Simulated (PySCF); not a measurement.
C4H5, SMILES C(C=[CH])=C, multiplicity 2. Atoms are numbered in the order given.

```xyz
9

C     -0.0295     1.9309     0.0000
C      0.4259     0.6881     0.0000
C     -0.4104    -0.5183     0.0000
C      0.0802    -1.7674     0.0000
H     -0.9957     2.4374     0.0000
H      1.5134     0.5181     0.0000
H     -1.4948    -0.3609     0.0000
H      1.1585    -1.9557     0.0000
H     -0.5786    -2.6390     0.0000
```
Charge 0, spin multiplicity 2.

Coordinates come from a B3LYP-D3(BJ)/def2-SVP optimisation. The isomer is the one that the SMILES or the coordinates give; other isomers of the formula were not compared. Other conformers were not sampled.

Method: PySCF with PBE/pcH-1.

Unrestricted Kohn–Sham, ⟨S²⟩ = 0.763. Hyperfine tensors hold the contact and dipolar terms, without spin-orbit corrections.

Task: Estimate the hyperfine couplings. (An estimate is asked for; the answer gives what the named calculation found.)

Result: 
```json
[
 {"nucleus": "13C no. 1", "A(iso) (MHz)": "329.8", "A(iso) (G)": "117.7", "dipolar principal values (MHz)": "-83.0, -56.7, 139.7"},
 {"nucleus": "13C no. 2", "A(iso) (MHz)": "-6.7", "A(iso) (G)": "-2.4", "dipolar principal values (MHz)": "-19.7, 3.0, 16.6"},
 {"nucleus": "13C no. 3", "A(iso) (MHz)": "88.2", "A(iso) (G)": "31.5", "dipolar principal values (MHz)": "-8.1, -2.3, 10.3"},
 {"nucleus": "13C no. 4", "A(iso) (MHz)": "1.1", "A(iso) (G)": "0.4", "dipolar principal values (MHz)": "-10.1, 3.0, 7.1"},
 {"nucleus": "1H no. 5", "A(iso) (MHz)": "39.0", "A(iso) (G)": "13.9", "dipolar principal values (MHz)": "-30.7, -7.8, 38.4"},
 {"nucleus": "1H no. 6", "A(iso) (MHz)": "100.7", "A(iso) (G)": "35.9", "dipolar principal values (MHz)": "-6.8, -5.6, 12.4"},
 {"nucleus": "1H no. 7", "A(iso) (MHz)": "-5.9", "A(iso) (G)": "-2.1", "dipolar principal values (MHz)": "-5.0, -2.0, 7.0"},
 {"nucleus": "1H no. 8", "A(iso) (MHz)": "3.0", "A(iso) (G)": "1.1", "dipolar principal values (MHz)": "-2.3, -1.6, 4.0"},
 {"nucleus": "1H no. 9", "A(iso) (MHz)": "9.6", "A(iso) (G)": "3.4", "dipolar principal values (MHz)": "-1.3, -0.9, 2.3"}
]
```

Task: And the g tensor (effective nuclear charges for spin-orbit coupling, GIAO)? (An estimate is asked for; the answer gives what the named calculation found.)

Result: principal values 2.0018, 2.0022, 2.0028; isotropic 2.0022.
